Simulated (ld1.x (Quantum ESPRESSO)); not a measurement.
## Configuration tests for praseodymium (Pr) (PAW)

```json
{"Element": "Pr (Z = 59)", "Generator": "ld1.x (Quantum ESPRESSO) 7.5", "Type": "PAW", "Functional": "BLYP", "Relativity": "fully relativistic", "Frozen core": "[Kr] 4d10", "Valence charge": "13", "Reference configuration": "4f3 5s2 5p6 5d0 6s1.5 6p0.5", "Partial waves": "5s (bound): rcut 2.35, rcutus 2.50 bohr; 6s (bound): rcut 2.35, rcutus 2.50 bohr; 5p (bound): rcut 2.30, rcutus 2.40 bohr; 6p (bound): rcut 2.30, rcutus 2.40 bohr; 5d (bound, empty): rcut 3.95, rcutus 4.45 bohr; 5d channel at 0.85 Ry: rcut 3.95, rcutus 4.45 bohr; 4f (bound): rcut 1.65, rcutus 1.95 bohr; 4f channel at 1.25 Ry: rcut 1.65, rcutus 1.95 bohr", "Local potential": "all-electron potential smoothed inside 2.15 bohr (lloc = -1)", "Core correction": "Bessel-smoothed model core inside 2.00 bohr", "Augmentation charge": "PSQ, inside the norm-conserving radii"}
```

Open shells are filled in proportion to 2j + 1 (rel_dist='average').

Energies are relative to the spin-unpolarised reference configuration 4f3 5s2 5p6 5d0 6s1.5 6p0.5; without spin polarisation the order of configurations can differ from experiment. Not all tests gave a result: 1 of 7 tests not solved or not reliable. Left out of the table: 4f3 5s2 5p6 5d1 6s1 6p0 (all-electron atom not converged, printed error -31.7 eV).

```json
{"valence configuration": "4f3 5s2 5p6 5d0 6s2 6p0", "charge": "0", "ΔE all-electron (eV)": "-1.133", "error AE − PS (meV)": "+0.1"}
{"valence configuration": "4f3 5s2 5p6 5d0 6s0 6p0", "charge": "+2", "ΔE all-electron (eV)": "15.244", "error AE − PS (meV)": "-0.2"}
{"valence configuration": "4f3 5s2 5p5 5d0 6s2 6p0", "charge": "+1", "ΔE all-electron (eV)": "24.831", "error AE − PS (meV)": "+0.4"}
{"valence configuration": "4f3 5s2 5p6 5d0 6s0 6p1", "charge": "+1", "ΔE all-electron (eV)": "7.482", "error AE − PS (meV)": "0.0"}
```

(1) What are ΔE and the potential's error for 4f3 5s2 5p6 5d0 6s0 6p2?

(2) What are ΔE and the potential's error for 4f3 5s2 5p6 5d0 6s1 6p0?

The ghost test of this file was not conclusive.

## Answers

(1) ΔE = 3.665 eV all-electron; the error (AE − PS) is +0.2 meV.

(2) ΔE = 4.517 eV all-electron; the error (AE − PS) is -0.1 meV.

ld1.x printed “convergence not achieved” for 5 of the counted tests; their residual had stalled under 1e-8, short of the target of 1e-14.
